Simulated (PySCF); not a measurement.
**Radial density of B⁺ (boron, charge +1)**

UHF, [He] 2s1 3d1, 2s spin antiparallel (an excited configuration). Calculation: PySCF 2.14, in dyall-av3z (15s9p3d2f, 71 functions); the non-relativistic Hamiltonian (point nucleus).

```tsv
r (bohr)	4πr²ρ (e/bohr)	4πr²(ρα − ρβ)
0.00429	0.01579	-0.0005
0.00721	0.04341	-0.0015
0.0121	0.1169	-0.0040
0.0204	0.3047	-0.0105
0.0343	0.7505	-0.0258
0.0577	1.684	-0.0572
0.0971	3.237	-0.1060
0.163	4.816	-0.1401
0.275	4.700	-0.0841
0.462	2.315	0.0073
0.777	0.6330	-0.2462
1.31	0.6974	-0.6598
2.20	0.4100	-0.2466
3.70	0.2363	0.1979
6.22	0.1531	0.1530
10.5	0.001059	0.0011
```

The outer electron is Rydberg-like, and this basis confines it to a smaller radius and binds it less than a complete one would. With the s spin flipped the determinant is a mixture of two multiplicities, not a spectroscopic state.
